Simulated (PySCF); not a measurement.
Ca(F)2 cation (CaF2), SMILES [F][Ca][F] (connectivity only; charge and spin as stated), charge +1, multiplicity 2. Geometry: TPSSh-D3(BJ)/def2-TZVP. The spin state was assumed, not searched. The isomer is the one that the SMILES or the coordinates give; other isomers of the formula were not compared.

Computed with TPSSh-D3(BJ)/def2-TZVP in PySCF 2.14.0.

Harmonic wavenumbers (cm⁻¹): 337, 346, 558. Rotational constants (GHz): 13.27, 8.061, 5.015; symmetry number 2.

Work out the zero-point energy and the ideal-gas rigid-rotor harmonic-oscillator thermochemistry at 298.15 K and 1 atm.

ZPE = ½ Σ hcν = ½ × 1241 cm⁻¹ = 7.42 kJ/mol. H − E(el) = 19.77 kJ/mol. Entropy in J/(mol K): translation 163.09, rotation 94.27, vibration 12.30, spin 5.76, total 275.42. G − E(el) = -62.35 kJ/mol. Cp = 51.28 J/(mol K).
